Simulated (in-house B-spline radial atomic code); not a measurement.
A fraction x of an electron is moved 3p → 3d in Co VI (Co5+), starting from [Ar] 3d4 and keeping the highest spin. Computed with a radial B-spline atomic code at the basis-set limit: non-relativistic PBEsol, spin-polarised, spherical fractional occupations, point nucleus.

```csv
x,E(x) - E(0) (eV),3p down level (eV),3d up level (eV)
0,0.0000,-144.977,-91.706
0.125,6.6361,-144.781,-91.876
0.25,13.2263,-144.579,-92.043
0.375,19.7701,-144.371,-92.208
0.5,?,?,?
0.625,32.7165,-143.935,-92.529
0.75,39.1182,-143.706,-92.686
0.875,?,?,?
1,51.7754,-143.227,-92.992
```

Problem. What belongs in the row x = 0.5?

Solution. An energy change of 26.2670 eV; 3p down at -144.156 eV, 3d up at -92.370 eV.

Problem. What belongs in the row x = 0.875?

Solution. An energy change of 45.4713 eV; 3p down at -143.470 eV, 3d up at -92.840 eV.

Problem. Check Janak's theorem between x = 0.125 and 0.25.

Solution. The slope of the energy is 52.72 eV; the orbital levels give 52.72 eV (ε of the receiving orbital less ε of the emptying one, averaged over the two points).
